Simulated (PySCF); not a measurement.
C$_{4}$H$_{9}$O, doublet, geometry from GFN2-xTB; HF/def2-SV(P) (PySCF).

PySCF was given this input:
```python
from pyscf import gto, scf

mol = gto.Mole()
mol.atom = '''
    C     1.101851    0.089524   -1.006600
    C     0.017726   -0.037210    0.142734
    C    -1.001386   -1.099861   -0.335568
    C    -0.655913    1.351639    0.260624
    O     0.674743   -0.392709    1.223802
    H     0.601904    0.382948   -1.923436
    H     1.832732    0.834838   -0.710337
    H     1.592325   -0.871110   -1.125215
    H    -1.450055   -0.807292   -1.280409
    H    -1.778000   -1.195270    0.419622
    H    -0.512698   -2.064113   -0.445493
    H     0.073641    2.096590    0.566369
    H    -1.104467    1.645022   -0.684019
    H    -1.426992    1.295512    1.025368
'''
mol.basis = 'def2-sv(p)'
mol.charge = 0
mol.spin = 1
mol.verbose = 3
mol.build()

mf = scf.UHF(mol)
mf.kernel()
mf.analyze()
```

What the program printed (banner, timings and long lists left out):

```
converged SCF energy = -231.331339810455  <S^2> = 0.76012658  2S+1 = 2.0101011
**** MO energy ****
                             alpha | beta                alpha | beta
MO #1   energy= -20.603873973353   | -20.5636461061579  occ= 1 | 1
MO #2   energy= -11.286077378509   | -11.2898050045115  occ= 1 | 1
MO #3   energy= -11.2315999146321  | -11.2267455208814  occ= 1 | 1
MO #4   energy= -11.2161049151242  | -11.2151435979543  occ= 1 | 1
MO #5   energy= -11.2160861285594  | -11.2151228018497  occ= 1 | 1
MO #6   energy= -1.41265557744761  | -1.29905292351397  occ= 1 | 1
MO #7   energy= -1.05078367717486  | -1.0251769065576   occ= 1 | 1
MO #8   energy= -0.941247095619773 | -0.935283496728854 occ= 1 | 1
MO #9   energy= -0.937199321718559 | -0.928670947762975 occ= 1 | 1
MO #10  energy= -0.759999145991836 | -0.735358459945762 occ= 1 | 1
MO #11  energy= -0.693407754167757 | -0.638465827804983 occ= 1 | 1
MO #12  energy= -0.65035207337412  | -0.636638052231459 occ= 1 | 1
MO #13  energy= -0.649653230497586 | -0.609176584552648 occ= 1 | 1
MO #14  energy= -0.587073838646744 | -0.571239577863752 occ= 1 | 1
MO #15  energy= -0.577510680941079 | -0.560031840764483 occ= 1 | 1
MO #16  energy= -0.56022318335478  | -0.543957549895049 occ= 1 | 1
MO #17  energy= -0.545453374043302 | -0.528586570815406 occ= 1 | 1
MO #18  energy= -0.530723346226197 | -0.5210724856099   occ= 1 | 1
MO #19  energy= -0.528607776115625 | -0.471631365553194 occ= 1 | 1
MO #20  energy= -0.444304445151548 | -0.416578615469465 occ= 1 | 1
MO #21  energy= -0.438724125281364 | 0.106288118796518  occ= 1 | 0
MO #22  energy= 0.16639057427229   | 0.167108478481912  occ= 0 | 0
MO #23  energy= 0.221006899071552  | 0.222606525292629  occ= 0 | 0
MO #24  energy= 0.231928897169489  | 0.233580814544993  occ= 0 | 0
MO #25  energy= 0.232621989393165  | 0.24357330871402   occ= 0 | 0
MO #26  energy= 0.251760560562073  | 0.252894781471209  occ= 0 | 0
MO #27  energy= 0.252702024093915  | 0.254962630771215  occ= 0 | 0
MO #28  energy= 0.302188763195548  | 0.302543834158793  occ= 0 | 0
MO #29  energy= 0.304073238616159  | 0.309610577402817  occ= 0 | 0

To work with the spin densities directly, `use mulliken_meta_spin()` only printing them here.

 ** Mulliken spin pop alpha/beta on meta-lowdin orthogonal AOs **
 ** Mulliken Spin Density (per atom)  **
spin density of  0 C =      0.10940
spin density of  1 C =     -0.10839
spin density of  2 C =      0.02316
spin density of  3 C =      0.02316
spin density of  4 O =      0.96872
spin density of  5 H =      0.00541
spin density of  6 H =     -0.00640
spin density of  7 H =     -0.00640
spin density of  8 H =     -0.00164
spin density of  9 H =     -0.00085
spin density of  10 H =     -0.00185
spin density of  11 H =     -0.00185
spin density of  12 H =     -0.00164
spin density of  13 H =     -0.00085
 ** Mulliken pop alpha/beta on meta-lowdin orthogonal AOs **
 ** Mulliken atomic charges   ( Nelec_alpha | Nelec_beta ) **
charge of  0C =     -0.21790  (     3.16365      3.05425 )
charge of  1C =      0.27517  (     2.80822      2.91661 )
charge of  2C =     -0.23793  (     3.13054      3.10738 )
charge of  3C =     -0.23793  (     3.13054      3.10738 )
charge of  4O =     -0.26603  (     4.61738      3.64866 )
charge of  5H =      0.08221  (     0.46160      0.45619 )
charge of  6H =      0.07921  (     0.45719      0.46360 )
charge of  7H =      0.07921  (     0.45719      0.46360 )
charge of  8H =      0.07362  (     0.46237      0.46401 )
charge of  9H =      0.07165  (     0.46375      0.46460 )
charge of  10H =      0.07671  (     0.46072      0.46257 )
charge of  11H =      0.07671  (     0.46072      0.46257 )
charge of  12H =      0.07363  (     0.46237      0.46401 )
charge of  13H =      0.07165  (     0.46375      0.46460 )
Dipole moment(X, Y, Z, Debye): -0.70313,  0.48575, -1.58993
```
